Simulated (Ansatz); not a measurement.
Abridged output of a molecular run in Ansatz:

```
Functional definition: HF
  name "HF"
  cite "Fock, Z. Phys. 61, 126 (1930) doi:10.1007/BF01340294"
  parent pbe
  exchange = exact_x
  correlation = 0
1296 factors; integrals over basis functions are off by at most 1.1e-3 eV
mean field evaluation 1: about -137323.5114 eV, gradient 4.5e1 eV
mean field evaluation 2: about -137323.5439 eV, gradient 4.5e1 eV
mean field evaluation 4: about -137328.0251 eV, gradient 2.5e0 eV
mean field evaluation 8: about -137328.0733 eV, gradient 2.7e-1 eV
mean field -137328.07386845 eV, -5046.7136303538 hartree, gradient 1.4e-6 eV, S^2 0.000000; 0 other end points of the search recorded, 0 dependent functions left out
20 core orbitals not correlated: weight in the atoms' cores, before any rotation towards them, 1.000 or more for the frozen orbitals, at most 0.000 for the correlated occupied ones
reference -137328.07386845 eV, -5046.7136303538 hartree; 30, 30 occupied and 84, 84 virtual orbitals, 1296 factors
second order -29.16391095 eV of doubles, -0.00000000 eV of singles
cycle   1  -28.39325555 eV  change    7.7e-1 eV  update   1.7e-1
cycle   2  -29.12514740 eV  change   -7.3e-1 eV  update   6.4e-2
cycle   3  -29.32876219 eV  change   -2.0e-1 eV  update   3.0e-2
cycle   4  -29.31115009 eV  change    1.8e-2 eV  update   7.3e-3
cycle   5  -29.30121278 eV  change    9.9e-3 eV  update   2.7e-3
cycle   6  -29.30245131 eV  change   -1.2e-3 eV  update   1.1e-3
cycle   7  -29.30229183 eV  change    1.6e-4 eV  update   3.8e-4
cycle   8  -29.30208674 eV  change    2.1e-4 eV  update   1.6e-4
cycle   9  -29.30222604 eV  change   -1.4e-4 eV  update   5.5e-5
cycle  10  -29.30225633 eV  change   -3.0e-5 eV  update   2.0e-5
perturbative correction -0.80766797 eV, -0.0296812504 hartree
Total energy: -137358.18379275 eV, -5047.8201496627 hartree
```

Its atoms:

Z-matrix (Å, degrees):
```
Hf
F 1 1.891
Se 1 2.563 2 112.3
F 1 1.889 2 110.9 3 -120.5
Se 1 2.572 2 108.2 3 117.3
H 3 1.475 1 87.1 2 42.4
H 5 1.475 1 88.9 2 38.0
```

Problem. Which basis set was used?
A. def2-SVP
B. def2-SVPD
C. def2-TZVPPD
D. cc-pV(Q+d)Z

Solution. A. It gives 134 functions.

Problem. Write the keys of the input that set method, charge and spin (a neutral closed shell needs none for the last two).

Solution. 
```yaml
correlation: {method: ccsd_t}
```
